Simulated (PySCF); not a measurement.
## Relaxation of doublet BiO₂

These are results of UPBE0 in PySCF with Bi def2-TZVP with ECP60, O def2-TZVP; scalar-relativistic core potentials, no spin–orbit coupling; density-fitted integrals, not measurements. A (50,194) grid was used.

A start displaced from a saddle point along its imaginary mode, of Cs symmetry, held to at least that symmetry:

Coordinates in bohr (charge 0 multiplicity 2):
```
Bi    0.1749   -0.1882    0.0294
O    -1.0607    1.1410    2.8958
O    -1.2246    1.3174   -3.2801
```

(1) What does it relax to?

(2) How much energy is released, and in how many steps?

## Answers

(1) It ends at Cs with Bi–O 1.886 Å, Bi–O 2.069 Å; O–Bi–O 100.7° (after a last refinement on a finer grid). A frequency run shows a minimum. Other isomers or separated fragments may lie lower.

(2) 26.2 kJ/mol in 5 steps.

With an element this heavy the missing spin–orbit coupling can shift these numbers.

The relaxation took of the order of 50 core-seconds on a shared host.
